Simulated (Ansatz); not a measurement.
Reactions of `ClCC(Cl)CCl`.

Calculated with Ansatz (gas phase, PBE0-D4/def2-TZVP geometries, no zero-point term in ΔE). CCSD(T)/CBS adds triple-zeta CCSD(T) − MP2 to the extrapolated MP2 energy (def2 sets, frozen cores). This one scheme is used for every species, atoms too. DFT in def2-TZVPP. B3LYP here is the variant with VWN-RPA as its local correlation; programs differ in this. Open shells (•) are unrestricted, without spin–orbit coupling. Spin–orbit coupling would lower the free atoms: a little for C, Cl. For Ge outer-core shells are correlated without core-valence functions, so the limit isn't a true one: a few kJ/mol of doubt a bond, and 10 to 20 or more in all where bonds break to atoms. Scalar relativity is left out up to krypton. Each species was taken in one conformer, which may not be the lowest.

```tsv
reaction	MP2/CBS(def2) (eV)	ωB97M-V (eV)	B3LYP-D4 (eV)	CCSD(T)/CBS(def2) (eV)
`ClCC(Cl)CCl` + `CC=N` → `CC(=N)CCl` + `ClCCCl`	-0.13	-0.15	-0.17	-0.14
`ClCC(Cl)CCl` + HCl → `ClCC(Cl)Cl` + `CCl`	0.45	0.42	0.38	0.44
`ClCC(Cl)CCl` + H₂ → `ClCCCCl` + HCl	-0.74	-0.82	-0.83	-0.82
`ClCC(Cl)CCl` + `CBF` → `CB(F)CCl` + `ClCCCl`	-0.30	-0.39	-0.41	-0.36
`ClCC(Cl)CCl` → 3 C• + 3 Cl• + 5 H•	41.93	41.13	40.65	40.93
`ClCC(Cl)CCl` + CH₄ → `CCC(Cl)CCl` + HCl	-0.23	-0.22	-0.19	-0.25
`ClCC(Cl)CCl` + GeH₄ → `Cl[CH2][GeH3]` + `ClCCCl`	-0.10	-0.08	-0.11	-0.11
`ClCC(Cl)CCl` + H₂ → `ClCCCl` + `CCl`	-0.43	-0.54	-0.58	-0.52
`ClCC(Cl)CCl` + H₂ → `CC(Cl)CCl` + HCl	-0.88	-0.93	-0.93	-0.93
`ClCC(Cl)CCl` + `O[BH][GeH3]` → `O[B]([GeH3])CCl` + `ClCCCl`	-0.37	-0.41	-0.44	-0.40
```

Largest T1 diagnostic: 0.013, for `O[BH][GeH3]`.
